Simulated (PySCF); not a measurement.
# Working out the ionisation energy of Cl²⁺

Cl²⁺ [Ne] 3s2 3p3 (4S) → Cl³⁺ [Ne] 3s2 3p2 (3P). All numbers are calculated (PySCF 2.14, no relativity, point nucleus, in aug-cc-pV(T+d)Z with one added diffuse shell each of s, p, d, f type (7s6p5d3f, 71 functions)). Frozen: [Ne]. Energies in hartree (1 hartree = 27.21139 eV):

| part | Cl²⁺ (lower) | Cl³⁺ (upper) |
| --- | --- | --- |
| UHF | -458.223183 | -456.791301 |
| MP2 opposite-spin | -0.071112 | -0.061066 |
| MP2 same-spin | -0.025749 | -0.011851 |

What does Hartree-Fock give?

(-456.791301) − (-458.223183) = 1.431882 hartree = 38.963 eV.

What do MP2 and SCS-MP2 (6/5 opposite-spin, 1/3 same-spin) give?

The opposite-spin parts differ by 0.273 eV and the same-spin parts by 0.378 eV. MP2: 38.963 + (0.273) + (0.378) = 39.614 eV. SCS-MP2: 38.963 + 1.2 × (0.273) + (0.378)/3 = 39.417 eV.

A first-order spin-orbit estimate adds -0.100 eV to MP2 (valence), giving 39.514 eV against 39.8 ± 0.11 eV (semi-empirical (NIST evaluation); NIST Atomic Spectra Database, ionization energies).

What remains against the reference includes basis incompleteness, the frozen core and correlation beyond second order.
